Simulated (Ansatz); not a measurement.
Ansatz results at the PBE0-D4/def2-TZVP geometry: ideal-gas entropy at 298 K and 1 bar (rigid rotor, harmonic PBE0-D4/def2-TZVP) 374 J/(mol·K); size of the dipole moment (PBE/def2-TZVPP) 1.69 D; LUMO energy (ωB97M-V/def2-TZVPP) 1.79 eV.

Question: Which molecule gave them?
A. `C[SiH](Cl)[GeH3]`
B. `C[SiH](F)Cl`
C. `C[SiH2]C#N`
D. `[GeH3][SiH2][GeH3]`

Answer: A. The others give `C[SiH2]C#N`: 312, 3.93, 1.34; `[GeH3][SiH2][GeH3]`: 373, 0.12, 1.60; `C[SiH](F)Cl`: 318, 2.01, 2.46.
